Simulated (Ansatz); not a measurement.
Isolated molecules relaxed with PBE0-D4/def2-TZVP in Ansatz; ΔE leaves out vibrations. CBS: MP2 limit from def2 TZ/QZ plus the TZ coupled-cluster correction, frozen cores. Functionals use def2-TZVPP. Elements past krypton have def2 core potentials. For I outer-core shells are correlated without core-valence functions, which leaves a few kJ/mol of doubt a bond. Each species was taken in one conformer, which may not be the lowest.

Reaction (substitution at a C–Si bond): `[SiH3]C[SiH2]I` + `O[SiH2]S` → `O[SiH2]SC[SiH3]` + `[SiH3]I`

| level | ΔE (kcal/mol) |
| --- | --- |
| PBE-D4 | 17.5 |
| r2SCAN | 19.0 |
| PBE0 | 18.7 |
| SCS-MP2/def2-TZVPP | 18.5 |
| MP2/def2-QZVPP | 19.0 |
| SCS-MP2/def2-QZVPP | 18.3 |
| MP2/CBS(def2) | 18.8 |
| CCSD/CBS(def2) | 18.8 |

(1) What does CCSD(T)/CBS give? (Estimate.)

Largest T1 diagnostic among the species: 0.012.

Results:

(1) Ansatz gave: +18.4 kcal/mol. The listed levels differ from it by -0.9, 0.6, 0.3, 0.1, 0.6, -0.1, 0.4, 0.4 kcal/mol.

The D4 term adds −1.0 kcal/mol with B3LYP and −0.5 kcal/mol with PBE0; it sums over pairs of atoms, weighted by their polarisabilities, and B3LYP, whose exchange is more repulsive, gets the larger term.

B3LYP here is the variant with VWN-RPA as its local correlation; programs differ in this.
